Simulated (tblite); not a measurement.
Compound: C5H7OS (doublet state).
Cartesian coordinates in Å at the GFN2-xTB level; atoms count from 1:
```xyz
14
C5H7OS angstrom
C      2.194   -0.161   -0.092
C      0.939    0.050   -0.516
S      0.606    0.341   -2.182
C     -0.240    0.050    0.423
C     -1.268   -1.016    0.025
C     -0.907    1.405    0.343
O     -1.145    2.113    1.274
H      2.415   -0.347    0.945
H      3.021   -0.165   -0.780
H      0.101   -0.123    1.448
H     -1.621   -0.844   -0.989
H     -2.117   -0.990    0.704
H     -0.811   -2.001    0.073
H     -1.167    1.688   -0.697
```

Computed values, GFN2-xTB/tblite, gas phase, harmonic and unscaled. This tight-binding method is rough: wavenumbers can miss measured ones by several per cent, in bad cases by 10 to 20. One conformer, not necessarily the lowest. Open shells enter through the occupations alone, without spin polarisation, and single modes of such species can be off by tens of per cent.

Harmonic wavenumbers (cm⁻¹): 39.8, 68.0, 177.5, 187.4, 210.4, 291.6, 352.7, 419.8, 505.7, 548.4, 614.0, 687.1, 851.6, 881.4, 911.1, 935.9, 1014.8, 1083.8, 1115.2, 1156.8, 1237.5, 1268.0, 1349.7, 1381.5, 1399.5, 1482.0, 1486.3, 1551.2, 1804.2, 2749.3, 2958.7, 3037.8, 3040.2, 3045.6, 3103.9, 3142.1.

A = 2972, B = 1486, C = 1458 MHz; mass 115.022 u (most abundant isotopes); point group C1, symmetry number 1; spin multiplicity 2.

Problem. What is the zero-point energy?

Solution. ½Σν̃ = 23045 cm⁻¹ = 275.68 kJ/mol.

Problem. What is S at 200 K and 1 bar for an ideal gas of classical rigid rotors and harmonic oscillators?

Solution. Translation 159.74, rotation 113.44, vibration 63.01, spin (R ln 2) 5.76: S = 341.9 J/(mol K).

Problem. And Cp and H(200 K) − H(0)?

Solution. Cp = 98.45 J/(mol K), of which vibrations give 65.19 (their classical limit is 36 R = 299.3); H(200 K) − H(0) = 13.34 kJ/mol without the zero-point energy, 6.69 from vibrations.

Problem. Which modes carry the vibrational entropy at 200 K?

Solution. 39.8 cm⁻¹: 18.74; 68.0 cm⁻¹: 14.34; 177.5 cm⁻¹: 6.82; 187.4 cm⁻¹: 6.43; 210.4 cm⁻¹: 5.62; 291.6 cm⁻¹: 3.53 J/(mol K); the other 30 give 7.52 together.

Problem. What must be added to the electronic energy to get the Gibbs energy at 200 K and 1 bar?

Solution. ZPE + [H(200 K) − H(0)] − T·S = 275.68 + 13.34 − 68.39 = 220.63 kJ/mol.

Problem. How do the functions run with temperature in this model?

Solution. 
```
 T (K)  S (J/(mol K))  Cp (J/(mol K))  H − H(0) (kJ/mol)  G − H(0) (kJ/mol)  ln q(vib)
   150          315.9            83.6               8.79             -38.59       2.54
   250          365.5           113.3              18.64             -72.74       4.55
298.15          386.7           127.6              24.44             -90.85       5.50
   400          428.3           156.4              38.93            -132.39       7.49
   600          500.7           201.0              74.95            -225.47      11.25
   900          591.1           244.0             142.25            -389.72      16.52
```

q(vib) and H(0) count from the zero-point level.

Problem. Blend soft modes into free rotors: weight 1/[1 + (100 cm⁻¹/ν̃)⁴] for the oscillator and the rest for a rotor with moment μB/(μ + B), μ = h/(8π²ν), B = 10⁻⁴⁴ kg m². What vibrational entropy results?

Solution. 56.80 J/(mol K) in place of 63.01, which changes −T·S at 200 K by +1.24 kJ/mol.

Hindered rotation and anharmonicity are outside this model. Other conformers, if any are populated, would add a mixing term that is left out. The structure is chiral; the term R ln 2 for an equal mix with its mirror image is left out.
